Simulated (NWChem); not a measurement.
Molecule: ZnHOI; SMILES [I][Zn][OH]

```xyz
4

Zn    -0.2351     1.1736     0.0000
I      0.2487    -1.2083     0.0000
O     -0.7342     2.8883     0.0000
H      0.0368     3.4862     0.0000
```
Atoms are numbered in this order, from 1.

All runs: NWChem. Coordinates come from a PBE-D3(BJ)/def2-SVP optimisation. def2 effective core potentials on I; no spin-orbit coupling. Field at 589 nm.

For level B3LYP/def2-SVPD:

```
Quantity                          Value
--------------------------------  -----
isotropic polarisability (bohr³)   68.4
anisotropy (bohr³)                 39.2
```

Q: Estimate the same quantities for level B3LYP/def2-SVP.

A: 
* **isotropic polarisability (bohr³)**: 47.2
* **anisotropy (bohr³)**: 46.8
